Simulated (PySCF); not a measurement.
Species: C7H7FO.
Numbering: `[OH:1][CH2:2][c:3]1[cH:4][cH:5][c:6]([F:7])[cH:8][cH:9]1` (hydrogens: H10 on O1; H11, H12 on C2; H13 on C4; H14 on C5; H15 on C8; H16 on C9)

Torsions of this conformer, `[OH:1][CH2:2][c:3]1[cH:4][cH:5][c:6]([F:7])[cH:8][cH:9]1`: O1–C2–C3–C4 30°, H–O1–C2–C3 59°.

The closed-shell ground state was solved at several levels (PySCF, density fitting, gas phase, non-relativistic). Geometry: PBE0-D3(BJ)/def2-SVP, one conformer, isolated molecule.

```json
{"level": "PBE0/pcSseg-1", "basis functions": "188", "HOMO (eV)": "-7.07", "LUMO (eV)": "-0.62", "gap (eV)": "6.45", "dipole (D)": "1.36"}
{"level": "B3LYP/pcJ-1", "basis functions": "313", "HOMO (eV)": "-6.83", "LUMO (eV)": "-0.79", "gap (eV)": "6.04", "dipole (D)": "1.36"}
{"level": "CAM-B3LYP/pcSseg-1", "basis functions": "188", "HOMO (eV)": "-8.27", "LUMO (eV)": "0.48", "gap (eV)": "8.75", "dipole (D)": "1.39"}
```

Task: Estimate the row for CAM-B3LYP/def2-SVPD, a basis of 242 functions; the other rows only guide the guess.

Result: HOMO -8.33 eV, LUMO 0.37 eV, gap 8.70 eV, dipole 1.34 D.

Task: Over all these levels, which gives the widest orbital gap and which the narrowest?

Result: CAM-B3LYP/pcSseg-1 (range-separated hybrid) has the widest, 8.75 eV, and B3LYP/pcJ-1 (global hybrid, 20 % exact exchange) the narrowest, 6.04 eV. Functional and basis both differ between the two, so the spread mixes both effects.

Task: How far do the dipole and the HOMO energy spread over the levels?

Result: The dipole runs from 1.34 to 1.39 D (mean 1.37 D) and the HOMO from -8.33 to -6.83 eV.
